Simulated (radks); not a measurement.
Q: Radial electron density D(r) = 4 pi r^2 rho(r) of an atom or ion with 27 electrons. Method: Dirac Kohn-Sham, PBE, spin-unpolarised, spherical densities, finite nucleus; Fermi nuclear charge, rms radius of each element as measured or else 0.836 A^(1/3) + 0.57 fm; computed with a radial shooting solver on a logarithmic mesh with Libxc functionals.

```
   r/bohr * D(r) (the largest magnitude, 101, reaches the edge; | marks zero)
 0.001037 | *
 0.001298 |  *
 0.001611 |   *
 0.002015 |    *
 0.002501 |       *
 0.003129 |         *
 0.003883 |             *
 0.004858 |                  *
 0.006029 |                       *
 0.007543 |                             *
 0.009362 |                                   *
  0.01171 |                                        *
  0.01454 |                                          *
  0.01819 |                                           *
  0.02257 |                                         *
  0.02824 |                                      *
  0.03505 |                                     *
  0.04384 |                                         *
  0.05441 |                                                 *
  0.06808 |                                                      *
  0.08449 |                                                    *
   0.1057 |                                            *
   0.1312 |                                     *
   0.1641 |                                       *
   0.2037 |                                          *
   0.2548 |                                      *
   0.3163 |                       *
   0.3957 |         *
   0.4911 | *
   0.6144 *
   0.7625 *
```

What is the nuclear charge?

A: Z = 60. The innermost maximum, from 1s, lies near gamma/Z bohr with gamma = sqrt(1 - (Z/c)^2) = 0.899, here 0.015 bohr (found: 0.0165), and its height grows with Z. The density is that of the neodymium ion Nd33+ in [Ar] 3d9; the configuration itself is not fixed sharply by these data, and Z only to a few units. D(r) has 3 maxima, at r = 0.0165, 0.0726, 0.209 bohr, and minima at 0.0324, 0.142 bohr, inside which lie 2.03, 11.35 electrons.
